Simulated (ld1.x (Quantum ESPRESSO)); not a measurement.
**What the settings do to the TM potential of Cd**

Base potential:

```
Element                 : Cd (Z = 48)
Generator               : ld1.x (Quantum ESPRESSO) 7.5
Type                    : norm-conserving Troullier–Martins (Kleinman–Bylander form)
Functional              : PBE
Relativity              : fully relativistic
Frozen core             : [Ar] 3d10 4s2
Valence charge          : 18
Reference configuration : 4p6 4d10 5s2 5p0
Partial waves           : 5s (bound): rc 1.85 bohr; 4p (bound): rc 0.95 bohr; 4d (bound): rc 1.20 bohr
Local potential         : all-electron potential smoothed inside 0.75 bohr (lloc = -1)
Core correction         : none
```

Open shells are filled in proportion to 2j + 1 (rel_dist='average').

Cutoffs, loose and tight: the cutoffs (Ry, on a coarse ladder) from which the occupation-weighted sum of valence levels, in a spherical-Bessel basis at the reference potential, stays within 10 and 1 mRy of its value at 400 Ry. They do not see the model core or the augmentation charge, which bear on the density cutoff. Test errors are all-electron minus pseudo excitation energies from the reference, over the configurations 4p6 4d10 5s1 5p0; 4p6 4d10 5s0 5p0; 4p6 4d9 5s0 5p0; 4p6 4d8 5s0 5p0; 4p6 4d10 5s1.5 5p0; 4p6 4d10 5s0 5p2; 4p6 4d9 5s2 5p0. A dash means not determined; rows that change the core or the reference have their own tests. The largest error is taken over the tests solved by every variant that gives reliable tests at all: 4p6 4d10 5s0 5p0; 4p6 4d10 5s0 5p2; 4p6 4d10 5s1 5p0; 4p6 4d10 5s1.5 5p0; 4p6 4d8 5s0 5p0; 4p6 4d9 5s0 5p0.

A true bound ghost makes a file unfit for plane-wave use even where its test errors are small: the radial tests pick states by their node count and pass the ghost by. Where a test does run into it, the solver fails or the error is huge.

| change | outcome | cutoff, loose | cutoff, tight | bound ghosts | largest test error (meV) |
| --- | --- | --- | --- | --- | --- |
| base | generated | 160 Ry | 230 Ry | s | +139 |
| local potential all-electron potential smoothed inside 0.76 bohr (lloc = -1) | generated | 160 Ry | 230 Ry | s | +130 |
| local potential all-electron potential smoothed inside 1.00 bohr (lloc = -1) | generated | 160 Ry | 230 Ry | s | +126 |
| local potential all-electron potential smoothed inside 1.30 bohr (lloc = -1) | generated | 160 Ry | 230 Ry | s | +114 |

What comes out with this change to the base: local potential all-electron potential smoothed inside 2.06 bohr (lloc = -1)?

outcome: generated; cutoff, loose: 160 Ry; cutoff, tight: 230 Ry; bound ghosts: none; largest test error (meV): -459.

What comes out with this change to the base: local potential all-electron potential smoothed inside 1.58 bohr (lloc = -1)?

outcome: generated; cutoff, loose: 160 Ry; cutoff, tight: 230 Ry; bound ghosts: s; largest test error (meV): +93.

What comes out with this change to the base: local potential all-electron potential smoothed inside 1.78 bohr (lloc = -1)?

outcome: generated; cutoff, loose: 160 Ry; cutoff, tight: 230 Ry; bound ghosts: s; largest test error (meV): -164.

Reading the sweep of the rcloc (base included, trends over the rows without a ghost): Bound ghosts are found at 0.75, 0.76, 1, 1.3, 1.58, 1.78 bohr.
